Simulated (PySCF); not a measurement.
# Structure from NMR data

Molecular formula: C5HNS. Simulated spectra:

1H NMR (400 MHz, computed): δ 1.19 (s, 1H).

13C{1H} NMR (computed): δ 119.7 (C), 72.7 (C), 67.2 (CH), 58.2 (C), 40.3 (C).

[PySCF 2.14: geometry: PBE0-D3(BJ)/def2-TZVP; GIAO B97-2/pcSseg-2 shieldings; a single conformation; in vacuum; no relativistic terms]

Chemical shifts δ = σref − σ; TMS for 1H (σref 31.64) and 13C (σref 185.38), all at this level.

Problem. Propose a structure and justify it.

Solution. 
- The formula gives 6 degrees of unsaturation.
- 5 carbon signals for 5 carbons: no two carbons are equivalent.
- Carbon types of the structure: 4 × C, 1 × CH, which accounts for all hydrogens.
- δC 119.7: central carbon of a heterocumulene.
- δC 72.7, 58.2, 40.3: alkyne carbon; sp carbons lie upfield of alkene carbons because the cylindrical π system leaves one tensor component strongly shielded.
- δC 67.2: terminal alkyne carbon; sp carbons lie upfield of alkene carbons because the cylindrical π system leaves one tensor component strongly shielded.
- δH 1.19: hydrogen on a terminal alkyne carbon; it lies on the axis of the triple bond, in its shielding cone.

Structure: Isothiocyanate diacetylene (SMILES N(C#CC#C)=C=S).

This is the structure that produced the data.

Shifts are as computed. Against solution values, carbons near 30 ppm lie about +3 ppm off and those near 130 ppm about +7 ppm. Of 1211 compounds with measured shifts, 218 miss one by over three times the rms of a fit or turn the order of signals round; such compounds aren't used in these exercises.
